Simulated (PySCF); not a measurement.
dimethylamine (C2H7N), singlet, at a GFN2-xTB geometry; R2SCAN/def2-SV(P) (PySCF).

The PySCF input:
```python
from pyscf import gto, scf, dft

mol = gto.Mole()
mol.atom = '''
    C    -0.035698   -0.198129    1.208851
    N    -0.011543    0.580847   -0.011457
    C    -0.031279   -0.245558   -1.200238
    H     0.794952   -0.917191    1.288671
    H     0.001605    0.476314    2.062425
    H    -0.972338   -0.755371    1.245980
    H     0.817452    1.168720   -0.021510
    H     0.799606   -0.967144   -1.248648
    H     0.009203    0.394768   -2.079554
    H    -0.967817   -0.803897   -1.218841
'''
mol.basis = 'def2-sv(p)'
mol.charge = 0
mol.spin = 0
mol.verbose = 4
mol.build()

mf = dft.RKS(mol)
mf.xc = 'r2scan'
mf.grids.prune = dft.gen_grid.sg1_prune
mf.kernel()
mf.analyze()
```

Output, abridged:

```
PySCF version 2.14.0

[INPUT] verbose = 4
[INPUT] num. atoms = 10
[INPUT] num. electrons = 26
[INPUT] charge = 0
[INPUT] spin (= nelec alpha-beta = 2S) = 0
[INPUT] symmetry False subgroup None
[INPUT] Mole.unit = angstrom
[INPUT] Symbol           X                Y                Z      unit          X                Y                Z       unit  Magmom
[INPUT]  1 C     -0.035698000000  -0.198129000000   1.208851000000 AA   -0.067459443195  -0.374409547334   2.284397315407 Bohr   0.0
[INPUT]  2 N     -0.011543000000   0.580847000000  -0.011457000000 AA   -0.021813108656   1.097641750275  -0.021650592209 Bohr   0.0
[INPUT]  3 C     -0.031279000000  -0.245558000000  -1.200238000000 AA   -0.059108743450  -0.464037367696  -2.268121104296 Bohr   0.0
[INPUT]  4 H      0.794952000000  -0.917191000000   1.288671000000 AA    1.502241562175  -1.733239793916   2.435235254669 Bohr   0.0
[INPUT]  5 H      0.001605000000   0.476314000000   2.062425000000 AA    0.003033010430   0.900103009296   3.897418402456 Bohr   0.0
[INPUT]  6 H     -0.972338000000  -0.755371000000   1.245980000000 AA   -1.837452520507  -1.427444312439   2.354560956686 Bohr   0.0
[INPUT]  7 H      0.817452000000   1.168720000000  -0.021510000000 AA    1.544760399978   2.208560716302  -0.040648008939 Bohr   0.0
[INPUT]  8 H      0.799606000000  -0.967144000000  -1.248648000000 AA    1.511036347559  -1.827637283016  -2.359602745986 Bohr   0.0
[INPUT]  9 H      0.009203000000   0.394768000000  -2.079554000000 AA    0.017391149524   0.746003402742  -3.929787521244 Bohr   0.0
[INPUT] 10 H     -0.967817000000  -0.803897000000  -1.218841000000 AA   -1.828909068698  -1.519145162359  -2.303275679391 Bohr   0.0

nuclear repulsion = 84.5375414217099
number of shells = 32
number of NR pGTOs = 100
number of NR cGTOs = 56
basis = def2-sv(p)
ecp = {}

******** <class 'pyscf.dft.rks.RKS'> ********
method = RKS
initial guess = minao
damping factor = 0
level_shift factor = 0
DIIS = <class 'pyscf.scf.diis.CDIIS'>
diis_start_cycle = 1
diis_space = 8
diis_damp = 0
SCF conv_tol = 1e-09
SCF conv_tol_grad = None
SCF max_cycles = 50
direct_scf = True
direct_scf_tol = 1e-13
XC library pyscf.dft.libxc version 7.1.2
    S. Lehtola, C. Steigemann, M. J. T. Oliveira, and M. A. L. Marques,  SoftwareX 7, 1–5 (2018)
XC functionals = r2scan
    J. W. Furness, A. D. Kaplan, J. Ning, J. P. Perdew, and J. Sun,  J. Phys. Chem. Lett. 11, 8208–8215 (2020)
    J. W. Furness, A. D. Kaplan, J. Ning, J. P. Perdew, and J. Sun,  J. Phys. Chem. Lett. 11, 9248–9248 (2020)
    J. W. Furness, A. D. Kaplan, J. Ning, J. P. Perdew, and J. Sun,  J. Phys. Chem. Lett. 11, 8208–8215 (2020)
    J. W. Furness, A. D. Kaplan, J. Ning, J. P. Perdew, and J. Sun,  J. Phys. Chem. Lett. 11, 9248–9248 (2020)
radial grids:
    Treutler-Ahlrichs [JCP 102, 346 (1995); DOI:10.1063/1.469408] (M4) radial grids

becke partition: Becke, JCP 88, 2547 (1988); DOI:10.1063/1.454033
pruning grids: <function sg1_prune>
grids dens level: 3
symmetrized grids: False
atomic radii adjust function: <function treutler_atomic_radii_adjust>
small_rho_cutoff = 0
Set gradient conv threshold to 3.16228e-05
Initial guess from minao.
tot grids = 49176
init E= -134.948461516875
  HOMO = -0.28213311274988  LUMO = 0.0168475075436012  gap/eV = 8.13568
cycle= 1 E= -134.911745839296  delta_E= 0.0367  |g|= 0.369  |ddm|= 2.81
  HOMO = -0.0998503531850754  LUMO = 0.0940248266080443  gap/eV = 5.27561
cycle= 2 E= -134.883928483759  delta_E= 0.0278  |g|= 0.506  |ddm|=    1
  HOMO = -0.183946103850778  LUMO = 0.0666329631945648  gap/eV = 6.81860
cycle= 3 E= -134.948099627312  delta_E= -0.0642  |g|= 0.053  |ddm|= 0.61
  HOMO = -0.179568236127758  LUMO = 0.0660035300468134  gap/eV = 6.68235
cycle= 4 E= -134.948622563377  delta_E= -0.000523  |g|= 0.0202  |ddm|= 0.0657
  HOMO = -0.181382919052633  LUMO = 0.0659313572185845  gap/eV = 6.72976
cycle= 5 E= -134.948709233815  delta_E= -8.67e-05  |g|= 0.00365  |ddm|= 0.0178
  HOMO = -0.181540797430493  LUMO = 0.0655710197801587  gap/eV = 6.72426
cycle= 6 E= -134.948712260478  delta_E= -3.03e-06  |g|= 0.000438  |ddm|= 0.00389
  HOMO = -0.181599147447256  LUMO = 0.0655357658823887  gap/eV = 6.72488
cycle= 7 E= -134.948712317007  delta_E= -5.65e-08  |g|= 7.47e-05  |ddm|= 0.000726
  HOMO = -0.181616208522362  LUMO = 0.0655193257101332  gap/eV = 6.72490
cycle= 8 E= -134.948712318538  delta_E= -1.53e-09  |g|= 3.29e-06  |ddm|= 0.000105
  HOMO = -0.181616397256739  LUMO = 0.06551917862385  gap/eV = 6.72490
cycle= 9 E= -134.948712318542  delta_E= -3.41e-12  |g|= 7.55e-07  |ddm|= 5.93e-06
  HOMO = -0.181616292758282  LUMO = 0.0655192032034302  gap/eV = 6.72490
Extra cycle  E= -134.948712318542  delta_E= -7.39e-13  |g|= 5.76e-07  |ddm|= 1.75e-06
converged SCF energy = -134.948712318542
**** SCF Summaries ****
Total Energy =                        -134.948712318542391
Nuclear Repulsion Energy =              84.537541421709946
One-electron Energy =                 -348.112056471040603
Two-electron Energy =                  128.625802730788280
Two-electron Coulomb Energy =          148.911372346722743
DFT Exchange-Correlation Energy =      -20.285569615934470
HOMO-LUMO gap [eV] =                     6.724899379858291
**** MO energy ****
MO #1   energy= -14.1446520570122  occ= 2
MO #2   energy= -10.0502945467525  occ= 2
MO #3   energy= -10.0502795904334  occ= 2
MO #4   energy= -0.853523448868477 occ= 2
MO #5   energy= -0.657575617217876 occ= 2
MO #6   energy= -0.584711428912483 occ= 2
MO #7   energy= -0.455465207856828 occ= 2
MO #8   energy= -0.407496352728773 occ= 2
MO #9   energy= -0.402479876807114 occ= 2
MO #10  energy= -0.354118082058101 occ= 2
MO #11  energy= -0.332508136018595 occ= 2
MO #12  energy= -0.329274494755993 occ= 2
MO #13  energy= -0.181616292758282 occ= 2
MO #14  energy= 0.0655192032034302 occ= 0
MO #15  energy= 0.108465252854543  occ= 0
MO #16  energy= 0.126330879084776  occ= 0
MO #17  energy= 0.139086875748151  occ= 0
MO #18  energy= 0.140790883487126  occ= 0
MO #19  energy= 0.167446986540695  occ= 0
MO #20  energy= 0.177111852676051  occ= 0
MO #21  energy= 0.196003481090282  occ= 0
 ** Mulliken pop on meta-lowdin orthogonal AOs  **
 ** Mulliken pop  **
 ** Mulliken atomic charges  **
charge of    0C =     -0.17316
charge of    1N =     -0.33217
charge of    2C =     -0.17315
charge of    3H =      0.05759
charge of    4H =      0.09602
charge of    5H =      0.09312
charge of    6H =      0.18503
charge of    7H =      0.05759
charge of    8H =      0.09601
charge of    9H =      0.09312
Dipole moment(X, Y, Z, Debye):  0.93603, -0.33374,  0.00841
```
